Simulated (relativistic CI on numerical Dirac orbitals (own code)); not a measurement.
Dy16+: q coefficients and field-shift factors

These numbers are calculated, not measured: Dirac-Coulomb-Breit CI, KLI orbitals optimised for each configuration, derivatives by finite differences, unscaled Slater integrals, QED left out (own radial code, finite nucleus).

Configurations in the expansion (outside the closed core [Ar] 3d10 4p6 4d10): 4s2 4f4, 4s2 4f3 5s, 4s2 4f2 5s2, 4s2 4f2 5s 5p, 4s2 4f3 5p, 4s 4f3 5s2. Levels of other configurations are missing.

With x = (α/α₀)² − 1 an excitation energy changes as ω = ω₀ + qx; K = 2q/ω₀ is the relative enhancement. Terms are leading LS components, so labels can repeat. The field-shift factor is F = δν/δ⟨r²⟩ for the transition from the lowest level.

Lowest level 4s2 4f4 5I_4.

```csv
Level,ω₀ (cm⁻¹),q (cm⁻¹),K,F (GHz/fm²)
4s2 4f4 5I_5,4205.1,4626,2.2,0.169
4s2 4f4 5I_6,8580.8,8792,2.05,0.328
4s2 4f4 5I_7,12974.1,12320,1.9,0.468
4s2 4f4 5I_8,17307.5,15240,1.76,0.592
4s2 4f4 5F_1,27497.8,3494,0.254,0.296
4s2 4f4 5F_2,28309.3,2691,0.19,0.285
4s2 4f4 5F_3,30834.8,6020,0.39,0.406
4s2 4f4 5F_4,32502.9,3704,0.228,0.365
4s2 4f4 5S_2,32743.5,7619,0.465,0.461
4s2 4f4 3K_6,34039.7,5730,0.337,0.417
4s2 4f4 5F_5,36649.3,10360,0.565,0.58
4s2 4f4 3K_7,36880.7,6434,0.349,0.461
4s2 4f4 3H_4,37462.4,4838,0.258,0.48
```

At this charge energies of transitions that change n are usually good to better than 1 %, and those within a shell (Δn = 0) to a few per cent. Terms inside the open d or f shell come out 10 to 20 % too wide with unscaled integrals.
